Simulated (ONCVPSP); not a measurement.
## Varying the ONCV potential for Nb (Z = 41)

Base potential:

niobium (Nb), optimised norm-conserving Vanderbilt (ONCV), made with ONCVPSP 4.0.1 (PBE, fully relativistic). Core [Ar] 3d10, reference 4s2 4p6 4d4 5s0.75 5p0.25. Waves: 4s+5s: rc 2.15 bohr, ncon 3, nbas 8, qcut 7 1/bohr, 2 projectors; 4p+5p: rc 2.10 bohr, ncon 5, nbas 8, qcut 7.9 1/bohr, 2 projectors; 4d: rc 2.30 bohr, ncon 4, nbas 9, qcut 7.4 1/bohr, 2 projectors, debl 2.4 Ha; f scattering state at 0.08 Ha: rc 1.85 bohr, ncon 3, nbas 7, qcut 6.4 1/bohr, 3 projectors, debl 1.4 Ha. Local part: polynomial inside 1.65 bohr (lpopt 4, dvloc0 -1 Ha). Core correction: Teter function, fcfact 5.5, rcfact 1.5.

Open shells are filled in proportion to 2j + 1.

Cutoffs, loose and tight: the cutoffs (Ha) at which the residual kinetic energy of the hardest occupied pseudo-wave falls to 1 and 0.1 mHa per electron. They do not see the model core or the augmentation charge, which bear on the density cutoff. Test errors are all-electron minus pseudo excitation energies from the reference, over the configurations 4s2 4p6 4d4 5s1 5p0; 4s2 4p6 4d4 5s0 5p0; 4s2 4p6 4d3 5s0 5p0; 4s2 4p6 4d4.5 5s0.5 5p0. A dash means not determined; rows that change the core or the reference have their own tests. The largest error is taken over the tests solved by every variant that gives reliable tests at all: 4s2 4p6 4d4 5s0 5p0; 4s2 4p6 4d4 5s1 5p0; 4s2 4p6 4d4.5 5s0.5 5p0.

| change | outcome | cutoff, loose | cutoff, tight | bound ghosts | GHOST(+) flags above zero | largest test error (meV) |
| --- | --- | --- | --- | --- | --- | --- |
| base | generated | 16 Ha | 22 Ha | none | none | -0.8 |
| all radii but the core radius scaled by about 0.80 (s 1.72, p 1.68, d 1.84, f 1.48 bohr); local potential polynomial inside 1.32 bohr (lpopt 4, dvloc0 -1 Ha) | generated | 24 Ha | 29 Ha | none | s, f7/2, f5/2 | -0.5 |
| all radii but the core radius scaled by about 0.86 (s 1.84, p 1.80, d 1.98, f 1.58 bohr); local potential polynomial inside 1.42 bohr (lpopt 4, dvloc0 -1 Ha) | generated | 22 Ha | 27 Ha | none | f7/2, f5/2 | -0.6 |
| all radii but the core radius scaled by about 0.92 (s 1.98, p 1.94, d 2.12, f 1.72 bohr); local potential polynomial inside 1.52 bohr (lpopt 4, dvloc0 -1 Ha) | generated | 19 Ha | 24 Ha | none | none | -0.7 |
| all radii but the core radius scaled by about 1.03 (s 2.22, p 2.16, d 2.38, f 1.90 bohr); local potential polynomial inside 1.70 bohr (lpopt 4, dvloc0 -1 Ha) | generated | 15 Ha | 21 Ha | none | none | -0.8 |
| all radii but the core radius scaled by about 1.10 (s 2.36, p 2.32, d 2.54, f 2.04 bohr); local potential polynomial inside 1.82 bohr (lpopt 4, dvloc0 -1 Ha) | generated | 15 Ha | 18 Ha | none | none | -0.8 |
| all radii but the core radius scaled by about 1.15 (s 2.46, p 2.42, d 2.64, f 2.12 bohr); local potential polynomial inside 1.90 bohr (lpopt 4, dvloc0 -1 Ha) | generated | 14 Ha | 17 Ha | none | none | -0.8 |
| all radii but the core radius scaled by about 1.25 (s 2.68, p 2.62, d 2.88, f 2.32 bohr); local potential polynomial inside 2.06 bohr (lpopt 4, dvloc0 -1 Ha) | generated | 13 Ha | 16 Ha | none | none | -0.6 |
| all radii but the core radius scaled by about 1.33 (s 2.86, p 2.80, d 3.06, f 2.46 bohr); local potential polynomial inside 2.20 bohr (lpopt 4, dvloc0 -1 Ha) | generated | 11 Ha | 13 Ha | none | none | +1.2 |

Reading the sweep of the scale of all radii but the core radius (base = 1) (base included, trends over the rows without a ghost): The loose cutoff falls from 24 Ha at 0.8 to 11 Ha at 1.33. A larger radius leaves more room for a smooth pseudo-wave, so fewer plane waves are needed; a smaller one forces it to follow the all-electron wave where it bends sharply.
